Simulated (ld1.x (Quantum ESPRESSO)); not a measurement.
Cl, PAW: configuration errors across variants

- Element: chlorine (Cl)
- Generator: ld1.x (Quantum ESPRESSO) 7.5
- Type: PAW
- Functional: LDA (PZ)
- Relativity: non-relativistic
- Frozen core: [Ne]
- Valence charge: 7
- Reference configuration: 3s2 3p4.75 (charge +0.25)
- Partial waves: 3s (bound): rcut 0.95, rcutus 1.10 bohr; 3s channel at -1.35 Ry: rcut 0.95, rcutus 1.10 bohr; 3p (bound): rcut 1.00, rcutus 1.30 bohr; 3p channel at -0.5 Ry: rcut 1.00, rcutus 1.30 bohr
- Local potential: all-electron potential smoothed inside 1.15 bohr (lloc = -1)
- Core correction: Bessel-smoothed model core inside 0.80 bohr
- Augmentation charge: PSQ, radius 0.85 bohr

All-electron excitation energies from the reference (eV): (1) 3s2 3p5 -2.496; (2) 3s2 3p4 11.491; (3) 3s2 3p3 37.031; (4) 3s2 3p5.3 -4.672; (5) 3s1 3p6 9.370; (6) 3s2 3p1 127.801; (7) 3s2 3p2 75.433; (8) 3s2 3p4.75 spin -0.303; (9) 3s2 3p5 spin -2.682.

Spin tests fill each open shell by Hund’s rule, majority spin first.

A true bound ghost makes a file unfit for plane-wave use even where its test errors are small: the radial tests pick states by their node count and pass the ghost by.

Errors AE − PS in meV (a dash: test not solved or not reliable):

```csv
change,(1),(2),(3),(4),(5),(6),(7),(8),(9),bound ghosts
base,0.0,-0.6,-6.7,-0.1,-0.1,-94,-30,-0.3,-0.2,s
"wave 3p channel at -0.5 Ry: rcut 1.00, rcutus 1.30 bohr becomes 3p channel at -0.53 Ry: rcut 1.00, rcutus 1.30 bohr",0.0,-0.6,-6.7,-0.1,-0.1,-94,-30,-0.3,-0.2,s
"wave 3p channel at -0.5 Ry: rcut 1.00, rcutus 1.30 bohr becomes 3p channel at -0.28 Ry: rcut 1.00, rcutus 1.30 bohr",0.0,-0.6,-6.6,-0.1,-0.1,-94,-30,-0.3,-0.2,s
"wave 3p channel at -0.5 Ry: rcut 1.00, rcutus 1.30 bohr becomes 3p channel at 0.59 Ry: rcut 1.00, rcutus 1.30 bohr",0.0,-0.5,-6.3,-0.1,-0.1,-92,-29,-0.3,-0.2,s
"wave 3p channel at -0.5 Ry: rcut 1.00, rcutus 1.30 bohr becomes 3p channel at 2.02 Ry: rcut 1.00, rcutus 1.30 bohr",0.0,-0.5,-5.8,0.0,-0.1,-91,-28,-0.3,-0.1,s
"wave 3p channel at -0.5 Ry: rcut 1.00, rcutus 1.30 bohr becomes 3p channel at 5.22 Ry: rcut 1.00, rcutus 1.30 bohr",0.0,-0.3,-4.7,0.0,-0.1,-86,-25,-0.3,-0.1,s
```

Q: Give the same row for: wave 3p channel at -0.5 Ry: rcut 1.00, rcutus 1.30 bohr becomes 3p channel at -0.66 Ry: rcut 1.00, rcutus 1.30 bohr.

A: 0.0, -0.6, -6.8, -0.1, -0.1, -94, -30, -0.3, -0.2; bound ghosts: s.
